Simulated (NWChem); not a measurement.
System: CH₂F₂O₂Si; SMILES F[Si]1(F)OCO1

Input file for NWChem:

```
start job
memory heap 200 mb stack 900 mb global 1100 mb
geometry units angstroms noautosym nocenter noautoz
  F      0.000000    -1.263413     1.342291
  Si     0.000000     0.000000     0.372723
  F      0.000000     1.263413     1.342291
  O     -1.104788     0.000000    -0.864970
  C      0.000000     0.000000    -1.771886
  O      1.104788     0.000000    -0.864970
  H      0.000000    -0.909155    -2.395358
  H      0.000000     0.909155    -2.395358
end
basis spherical
  F library def2-svp
  Si library def2-svp
  O library def2-svp
  C library def2-svp
  H library def2-svp
end
dft
  xc m05-2x
  iterations 150
end
cosmo
  do_cosmo_smd true
  solvent acetntrl
end
task dft energy
```

All runs use the structure optimised with PBE0/def2-SVP. Solvent: acetonitrile.

Level: M05-2X/def2-SVP with SMD (1 M gas to 1 M solution), gas-phase geometry. Reactions with the solvent are ignored.

Question: Give the results of this calculation. (M05-2X/def2-SVP, SMD on the gas-phase geometry.) Quantities: solvation free energy (kcal/mol); cavity-dispersion-structure term (kcal/mol); dipole in solution (D).

Answer: The solvation free energy (kcal/mol) comes out as -4.0. The cavity-dispersion-structure term (kcal/mol) is 0.4 and the dipole in solution (D) comes out as 1.98.
